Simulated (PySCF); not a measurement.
# Adding and removing an electron: SrBr

PBE0; PySCF, scalar-relativistic core potentials, basis sets Sr def2-SVP with ECP28, Br def2-SVP. Neutral (UKS): doublet (σ ↑), Re = 2.762 Å, ωe = 219 cm⁻¹, De = 3.88 eV, HOMO -4.23 eV, LUMO -2.23 eV.

SrBr⁺ (UKS): singlet (closed shell), Re = 2.649 Å, ωe = 264 cm⁻¹, De = 3.84 eV to Sr⁺ + Br. The energies at the minima are -2604.30959 hartree for SrBr and -2604.10191 for SrBr⁺.

Work out the adiabatic ionisation energy, without and with harmonic zero-point energies (1 hartree = 27.2114 eV, 1 eV = 8065.5 cm⁻¹), and the change of the bond length.

At PBE0: 0.20768 hartree = 5.651 eV between the minima; the zero-point term (264.0 − 219.0)/2 cm⁻¹ = +0.003 eV makes it 5.654 eV. Re changes by -11.3 pm against the neutral. The electron leaves a σ orbital; in so polar a molecule the change of length follows mostly from the change of the ionic charges.

For an ion De counts to the pair picked by the measured ionisation energies or electron affinities, which need not be the lowest pair at this level. States were picked by a PBE0 search and need not be the measured ground states.
